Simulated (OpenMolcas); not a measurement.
**C IV: effect of the IPEA shift**

```yaml
Program: OpenMolcas
Basis: ANO-RCC-VDZP [3s2p1d]
Scalar_Hamiltonian: DKH2, point nucleus
Active_space: 1 electron in 4 orbitals (2s 2p)
State_averaging: 2S+1 = 2 even, 1 root; 2S+1 = 2 odd, 3 roots
Spin-orbit_coupling: RASSI with atomic mean-field integrals over the reference wave functions, term energies averaged over their components
```

Methods on the same reference wave functions:
A. CASSCF
B. SS-CASPT2, IPEA 0 Eh, imaginary shift 0.1 Eh (closed shells correlated: 1s)
C. SS-CASPT2, IPEA 0.25 Eh, imaginary shift 0.1 Eh (closed shells correlated: 1s)

Energies in cm⁻¹ above 2s ²S_1/2, the measured ground level; measured values from Moore, Selected Tables of Atomic Spectra, NSRDS-NBS 3, section 3.

```tsv
Level	A	B	C	Measured
2s ²S_1/2	0.0	0.0	0.0	0.0
2p ²P°_1/2	64879	64808	64809	64484
2p ²P°_3/2	64969	64898	64899	64592
```

Deviations, from unrounded energies. A percentage is the sum of absolute deviations over the sum of measured energies, with the sign that they share, or ± where signs differ.

```csv
Against measurement,Levels,A,B,C
mean absolute deviation (cm-1),2,390,310,320
other configurations (%),2,+0.6,+0.5,+0.5
```

B, C lie about equally close to measurement and A furthest from it. The largest miss of B in the table is 2p ²P°_1/2, by +320 cm-1. The ranking rests on the paired levels alone, and a cruder setting can come out closer through cancelling errors.

Between B and C no level of the table moves by more than 5 cm-1.

The lowest spin-free term lies below A's lowest term by 0.001 hartree in B, 0.001 hartree in C.

The basis is small and was not contracted for so high a charge. With one active electron the reference holds no correlation, so core polarisation is missing (holds for A). With one active electron, CASPT2 adds the correlation within the correlated inactive shells and between them and that electron, and leaves the splitting within a term as the reference gives it (holds for B; C). Measured partners are found by configuration, term and J. A level has none where our copy of the source lacks it or the pairing is in doubt (some pairs that miss far off the trend of their configuration count as doubtful), and it then counts in no deviation. Levels of configurations outside the active space are missing.

° marks odd parity.
